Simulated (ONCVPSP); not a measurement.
**What one change does to a pseudopotential (Mn, ONCV)**

Mn, optimised norm-conserving Vanderbilt (ONCV), made with ONCVPSP 4.0.1 (PBE, scalar-relativistic). Core [Ne], reference 3s2 3p6 3d5 4s1.5 (charge +0.5). Waves: 3s+4s: rc 1.25 bohr, ncon 4, nbas 7, qcut 9.8 1/bohr, 2 projectors; 3p: rc 1.20 bohr, ncon 3, nbas 7, qcut 11.7 1/bohr, 2 projectors, debl 0.5 Ha; 3d: rc 2.00 bohr, ncon 4, nbas 9, qcut 8 1/bohr, 3 projectors, debl 0.4 Ha. Local part: polynomial inside 1.10 bohr (lpopt 5, dvloc0 -1 Ha). Core correction: none.

In the p channel the program set the typed energies aside and used -2.151, 0.250 Ha.

Change: s: qcut 11.8; p: qcut 14.1; d: qcut 9.6.

Cutoffs: the cutoffs (Ha) at which the residual kinetic energy of the hardest occupied pseudo-wave falls to 1 and 0.1 mHa per electron; they do not see the model core or the augmentation charge, which bear on the density cutoff. Errors are all-electron minus pseudo energies relative to the spin-unpolarised reference configuration.

Task: How do hardness, ghosts and transferability respond?

Result: The potential gets harder (34 Ha and 41 Ha → 46 Ha and 63 Ha); of the 4 tests that both files solve, the error grows in 1 and shrinks in 0 by more than 15 % and 0.3 meV (median size 0.1 → 0.4 meV); neither file shows a bound ghost.

```tsv
quantity	base	changed
cutoff, loose	34 Ha	46 Ha
cutoff, tight	41 Ha	63 Ha
loose cutoff by channel	s 34 Ha, p 29 Ha, d 25 Ha	s 42 Ha, p 46 Ha, d 30 Ha
bound ghosts	none	none
GHOST(+) flags under 300 eV	none	none
error for 3s2 3p6 3d5 4s2, meV [ΔE -3.36 eV]	+0.7	+0.7
error for 3s2 3p6 3d5 4s1, meV [ΔE 5.06 eV]	+0.1	+0.1
error for 3s2 3p6 3d5 4s0, meV [ΔE 20.65 eV]	+0.1	+2.2
error for 3s2 3p6 3d5 4s1 4p1, meV [ΔE 0.50 eV]	-0.1	-0.1
s: phases at 1.27 bohr within 0.05 rad from the reference energy up to (Ha; the scan ends near 5)	to the end of the scan	to the end of the scan
p: phases at 1.22 bohr within 0.05 rad from the reference energy up to (Ha; the scan ends near 5)	to the end of the scan	to the end of the scan
d: phases at 2.03 bohr within 0.05 rad from the reference energy up to (Ha; the scan ends near 5)	to the end of the scan	to the end of the scan
```
